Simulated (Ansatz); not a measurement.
The cluster W2O4⁺, relaxed as a doublet with UKS r2SCAN-D4/def2-SVP in Ansatz, starting from the GFN2-xTB geometry. Force threshold 0.02 eV/Å.

In the def2 sets W takes a core potential; there is no spin–orbit coupling. The relaxation made no stability test and no search for a lower SCF solution. No other spin state of charge 1 was run. Another isomer (doublet) lies 1.20 eV lower at PBE0-D4/def2-TZVP; other spin states weren't run for this one.

Start:

```xyz
6

W     0.9458    0.8924   -0.9056
W     0.0992   -1.1231    1.1111
O    -0.8420   -0.0480    2.0251
O    -0.6556   -2.2441    0.0871
O     0.0439    0.2119   -2.1705
O     0.4087    2.3110   -0.1473
```

```
         step  energy (eV)  largest force component (eV/Å)  SCF passes
            1  -11824.6953                           2.487          30
            2  -11825.0139                           2.521          38
            3  -11825.3303                           1.513          40
            4  -11825.4251                           0.246          42
            5  -11825.4474                           0.112          43
 6 (rejected)  -11825.4122                           1.287          43
            7  -11825.4583                           0.143          36
            8  -11825.4623                           0.019          39
 9 (rejected)  -11825.4536                           0.142          38
10 (rejected)  -11825.4596                           0.193          30
           11  -11825.4625                           0.008          32
```

Force components are those of the run's own axes.

End:

```csv
atom,x (Å),y (Å),z (Å)
W1,0.9547,0.6250,-0.9460
W2,0.2011,-0.8827,1.1739
O3,-1.2269,-0.0177,1.4731
O4,-0.1993,-2.1488,0.1221
O5,-0.4869,0.3997,-1.8109
O6,0.7573,2.0246,-0.0123
```

By distances, no bond broke or formed. The bond that changes most is W1–W2, from 2.97 to 2.71 Å (atoms count from 1).

The force fell under the threshold at step 8, but the optimiser went on. No frequencies were taken in this run, so the end may be a saddle point.

Hardware: 4 threads of Arm Neoverse V2 on a shared host. Wall time 46 s.
